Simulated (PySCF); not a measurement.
HP, SMILES [PH], multiplicity 3. Atoms are numbered in the order given.

```xyz
2

P      0.0000     0.0000    -0.0892
H      0.0000     0.0000     1.3386
```
Charge 0, spin multiplicity 3.

Coordinates come from a PBE0-D3(BJ)/def2-TZVPD optimisation.

Level of theory: ωB97X/def2-TZVPD run with PySCF.

Mulliken values depend strongly on the basis, most of all with diffuse functions as here. Atomic charges (e):

```tsv
atom	meta-Löwdin	Mulliken	Mulliken spin
P1	-0.01	-0.08	2.05
H2	0.01	0.08	-0.05
```
